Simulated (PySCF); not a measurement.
Magnetic shielding above rings: a mixed set.

Definitions: NICS(0) = −σiso at the ring centroid; NICS(1) = −σiso and NICS(1)zz = −σzz at ±1 Å along the ring normal z. Level: GIAO PBE0/pcSseg-1 (PySCF, non-relativistic, gas phase) on the GFN2-xTB geometries, one conformer each. Atom numbers follow the mapped SMILES.

Question: Order these rings by mean NICS(1)zz, lowest (most negative) first (ppm).
A. ring C4–P5–C6–S7–C8 in `[CH3:1][CH:2]([CH3:3])[c:4]1[p:5][cH:6][s:7][c:8]1[F:9]`
B. ring N5–C6–C7–C8–C9 in `[OH:1][Si@H:2]([O:3][SiH3:4])[n:5]1[cH:6][cH:7][cH:8][cH:9]1`
C. ring C5–C6–C7–C8 in `[CH3:1][C@H:2]([CH2:3][OH:4])[CH:5]1[CH2:6][CH2:7][CH2:8]1`
D. ring C3–C5–C6–Si7 in `[CH2:1]=[CH:2][C@@:3]1([CH3:4])[CH2:5][CH2:6][Si@H:7]1[C:8]#[C:9][CH3:10]`
E. ring C5–C6–C7–C8–C9–C10 in `[O:1]=[S:2](=[O:3])([Cl:4])[c:5]1[cH:6][cH:7][cH:8][cH:9][c:10]1[F:11]`
F. ring C3–C4–C5 in `[SiH3:1][SiH2:2][CH:3]1[CH:4]=[CH:5]1`

Answer: B (-29.7), E (-27.3), A (-20.4), F (-15.0), D (3.8), C (5.0).

| SMILES | ring | NICS(0) | NICS(1) | NICS(1)zz | HOMA | rms pucker (Å) | ring atoms with four or more neighbours |
| --- | --- | --- | --- | --- | --- | --- | --- |
| O[Si@H](O[SiH3])n1cccc1 | 5-membered ring with N; formal bonds all aromatic | -13.2 | -11.1 | -29.7 | 0.83 | 0.00 | 0 |
| O=S(=O)(Cl)c1ccccc1F | 6-membered carbocycle; formal bonds all aromatic | -11.1 | -11.6 | -27.3 | 0.99 | 0.00 | 0 |
| CC(C)c1pcsc1F | 5-membered ring with P and S; formal bonds all aromatic | -11.3 | -9.9 | -20.4 | 0.69 | 0.00 | 0 |
| [SiH3][SiH2]C1C=C1 | 3-membered carbocycle; formal bonds 1 double, 2 single | -28.3 | -5.5 | -15.0 | – | 0.00 | 1 |
| C=C[C@@]1(C)CC[Si@H]1C#CC | 4-membered ring with Si; formal bonds all single | 0.3 | -0.5 | 3.8 | – | 0.08 | 4 |
| C[C@H](CO)C1CCC1 | 4-membered carbocycle; formal bonds all single | 0.3 | -0.2 | 5.0 | – | 0.08 | 4 |

NICS(0) gives another order. The isotropic NICS(1) gives another order. HOMA uses Krygowski's 1993 parameters; it is left out where a ring has a four-coordinate atom, a triple bond, no multiple bond or a kind of bond without parameters. NICS(1) and NICS(1)zz are means over the two faces.
